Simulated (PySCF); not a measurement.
Which element holds H most strongly?

r²SCAN in PySCF with aug-cc-pVDZ(-PP) on every atom (core potentials on Ge, As, Sn, Sb) (tight-d sets on Al to Cl), for the lowest determinant that a PBE0 search found; no spin–orbit coupling. D0 is De less the harmonic zero-point energy.

| M | state (unpaired electrons) | Re (Å) | ωe (cm⁻¹) | D0(MH) (eV) |
| --- | --- | --- | --- | --- |
| Sn | doublet (π ↑) | 1.786 | 1689 | 2.52 |
| P | triplet (π ↑↑) | 1.436 | 2364 | 3.07 |
| Ge | doublet (π ↑) | 1.604 | 1870 | 2.76 |
| As | triplet (π ↑↑) | 1.536 | 2149 | 2.78 |
| Sb | triplet (π ↑↑) | 1.725 | 1912 | 2.48 |

Order the elements by D0 and give the energy of AsH + Sn → SnH + As.

P > As > Ge > Sn > Sb; ΔE = 2.78 − 2.52 = +0.26 eV at r²SCAN/aug-cc-pVDZ(-PP). Close neighbours can swap at other levels.

These are scalar-relativistic numbers at best; spin–orbit coupling would shift them, the dissociation energy most. States were picked by a PBE0 search and need not be the measured ground states.
